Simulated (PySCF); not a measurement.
Z-matrix (Å, degrees):
```
Si
C 1 1.7023
H 2 1.0834 1 123.09
H 2 1.0842 3 116.03 1 179.99
H 1 1.4815 2 124.00 3 -0.03
C 1 1.9106 5 115.44 2 179.95
O 6 1.2037 1 121.91 5 179.88
H 6 1.1152 7 120.02 1 -179.97
```
Charge 0, multiplicity 1.

Problem. Predict the LUMO, total energy and HOMO from PySCF with PBE0-D3(BJ)/def2-TZVP.

Solution. 
- LUMO: -2.60 eV
- total energy: -443.0262 Ha
- HOMO: -6.91 eV
